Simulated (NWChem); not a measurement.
System: C₂H₂BF₃; SMILES C=C(F)B(F)F

NWChem input:

```
start job
memory heap 200 mb stack 700 mb global 900 mb
geometry units angstroms
  C     -1.948239    -0.311394    -0.224683
  C     -0.796326     0.309644     0.018296
  F     -0.841424     1.625649     0.346315
  B      0.616925    -0.355984    -0.043209
  F      1.742450     0.268547     0.198610
  F      0.739925    -1.629670    -0.355239
  H     -1.951545    -1.352574    -0.487087
  H     -2.890882     0.205667    -0.165486
end
basis spherical
  * library 6-31g*
end
dft
  xc b3lyp
  iterations 150
end
driver
  maxiter 120
end
task dft optimize
task dft freq
```

The level has its own optimisation; frequencies are unscaled.

Question: Give the results of this calculation. (B3LYP/6-31G* (spherical d).) Quantities: r C–C (Å); r C–H (Å); r C–F (Å); r B–C (Å); highest harmonic frequency (cm⁻¹); lowest (cm⁻¹); zero-point energy (kcal/mol); dipole (D).

Answer: r C–C (Å): 1.335
r C–H (Å): 1.085
r C–F (Å): 1.357
r B–C (Å): 1.555
highest harmonic frequency (cm⁻¹): 3284
lowest (cm⁻¹): 73
zero-point energy (kcal/mol): 28.1
dipole (D): 1.64
